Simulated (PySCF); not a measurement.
Vertical excitations of a molecule C2H7NOSi2 from TDA-PBE/def2-SVPD in PySCF 2.14.0, as energy in eV (oscillator strength): 4.97 (0.004), 5.38 (0.011), 5.97 (0.010), 6.19 (0.003), 6.22 (0.010), 6.42 (0.005), 6.51 (0.001), 6.55 (0.009), 6.59 (0.016), 6.71 (0.070). Lowest triplet (TDA): 4.69 eV. Geometry: PBE0-D3(BJ)/def2-SVP. The values are those of a single conformer.

Identify the compound among the candidates.
A. C=C1O[SiH2]N1[SiH3]
B. C[SiH2][SiH2]OC#N
C. C#C[SiH2]O[SiH2]N
D. C#C[Si@@H](N)O[SiH3]

B, C[SiH2][SiH2]OC#N
